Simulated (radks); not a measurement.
The numbers below are computed, except where a source is named.
Task: These are the eigenvalues of the occupied orbitals of an atom or ion with whole-number occupations (hartree). Level of theory: non-relativistic Kohn-Sham, exchange-only PBE, spin-polarised, spherical densities, point nucleus (a radial shooting solver on a logarithmic mesh with Libxc functionals).

| orbital | eigenvalue |
|---|---|
| 1s up | -47.95193 |
| 1s down | -47.90394 |
| 2s up | -4.36603 |
| 2s down | -4.25795 |
| 2p up | -3.18220 |
| 2p down | -3.06662 |
| 3d up | -0.41552 |

Which element is it, and in what charge state? The configuration may be excited. Open shells, if any, are filled with parallel spins first.

Result: Z = 12, magnesium, charge +2: Mg2+ in [He] 2s2 2p5 3d1. The list shows which subshells hold electrons but not how many an open one holds; the 1s level, -47.952 hartree, gives Z - s = 9.8 by -(Z - s)^2/2, which with screening narrows Z to a few neighbours, and the depths of the outer levels then fix element, charge and occupations together.
